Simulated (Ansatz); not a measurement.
Molecule: ZnBr, net charge 0, doublet state. The spin state was set by rule; other spins were not relaxed. SMILES of the parent species: [Zn][Br]
Geometry from a B3LYP-D3(BJ)/def2-TZVP (Ansatz, a program for electronic structure) optimisation:
```
Zn
Br 1 2.3405
```
Charge 0, spin multiplicity 2.

Parts of the frozen-core correlation energy in def2-SVPD (Ansatz, hartree). Frozen orbitals: 23; correlated occupied orbitals by spin: 10 and 9; virtual: 42 and 43. Open shells are spin-unrestricted. No spin-orbit coupling. No relativistic terms.

```csv
term,value
reference (HF),-4349.71481
MP2 opposite-spin,-0.26531
MP2 same-spin,-0.14133
CCSD correlation,-0.39779
(T),-0.01146
T1 diagnostic,0.014
largest doubles amplitude,0.029
<S^2> of the reference,0.754
```
